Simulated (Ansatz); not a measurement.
CH3OSSb (`O=[C](S)[SbH2]`). The species carries charge 0 and has multiplicity 1. Sb takes the def2 core potential.

```xyz
7

O     0.6110    1.3293   -1.4914
C     0.1370    0.4238   -0.8779
S    -0.0262   -1.1885   -1.6307
Sb   -0.6811    0.7782    1.1576
H    -0.5083   -1.8053   -0.5417
H    -0.3872   -0.8212    1.6890
H     0.8548    1.2837    1.6951
```

List the harmonic frequencies (cm⁻¹, unscaled) at PBE0-D4/def2-TZVP in Ansatz. (Best estimate.)

Ansatz gave: 75, 177, 258, 292, 435, 453, 573, 640, 783, 836, 974, 1784, 1959, 1988, 2723.

Is this a minimum?

Yes, all 15 modes are real.

Give the ideal-gas thermochemistry at 298.15 K and 1 bar (rigid rotor, harmonic oscillator; point group C1, symmetry number 1).

Zero-point energy 83.5 kJ/mol; H(298) − E = 102.1 kJ/mol; entropy 342.6 J/(mol·K), of which translation 174.0, rotation 116.2, vibration 52.4; G(298) − E = 0.0 kJ/mol. Modes under 100 cm⁻¹ are hindered rotations or soft bends, so the harmonic entropy is rough.

And at 400, 500, 600, 800 and 1000 K?


| T (K) | H − E (kJ/mol) | S (J/mol/K) | G − E (kJ/mol) |
| --- | --- | --- | --- |
| 400 | 112.0 | 371.1 | -36.4 |
| 500 | 122.8 | 395.0 | -74.7 |
| 600 | 134.3 | 416.0 | -115.3 |
| 800 | 159.1 | 451.6 | -202.2 |
| 1000 | 185.7 | 481.3 | -295.6 |

Rotational constants (cm⁻¹)?

0.2245, 0.04632, 0.0389.
